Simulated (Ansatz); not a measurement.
CH₅GeSe, SMILES `[CH3][GeH][SeH]` radical. Total charge 0; spin multiplicity 2. The structure was optimised at the PBE0-D4/def2-TZVP level. It is one conformer, not always the lowest.

```xyz
8

C    -0.807   -0.768    0.268
Ge    0.346    0.175   -1.019
Se    1.796    1.664    0.102
H    -1.378   -0.033    0.838
H    -0.201   -1.363    0.950
H    -1.492   -1.425   -0.270
H    -0.494    1.111   -1.929
H     2.230    0.639    1.060
```

(1) What is the dipole moment at PBE/def2-TZVPP? (Estimate.)

(2) And with r2SCAN, B3LYP, ωB97M-V? (An estimate is asked.)

(3) Give the Mulliken charges with PBE, ωB97M-V, B3LYP in def2-TZVPP. (Best estimate.)

Answers

(1) The calculation gave: 1.58 D, with components (-0.84, -1.20, 0.59) D in this frame, pointing from negative to positive charge.

(2) The calculation gave: r2SCAN 1.71 D, B3LYP 1.63 D, ωB97M-V 1.73 D.

(3) Ansatz gave: 
```json
{"atom": "C1", "PBE": "-0.37", "ωB97M-V": "-0.44", "B3LYP": "-0.38"}
{"atom": "Ge2", "PBE": "0.19", "ωB97M-V": "0.19", "B3LYP": "0.22"}
{"atom": "Se3", "PBE": "-0.22", "ωB97M-V": "-0.24", "B3LYP": "-0.22"}
{"atom": "H4", "PBE": "0.13", "ωB97M-V": "0.14", "B3LYP": "0.13"}
{"atom": "H5", "PBE": "0.11", "ωB97M-V": "0.13", "B3LYP": "0.11"}
{"atom": "H6", "PBE": "0.12", "ωB97M-V": "0.13", "B3LYP": "0.11"}
{"atom": "H7", "PBE": "-0.02", "ωB97M-V": "0.01", "B3LYP": "-0.02"}
{"atom": "H8", "PBE": "0.06", "ωB97M-V": "0.07", "B3LYP": "0.05"}
```

B3LYP here is the variant with VWN-RPA as its local correlation; programs differ in this.
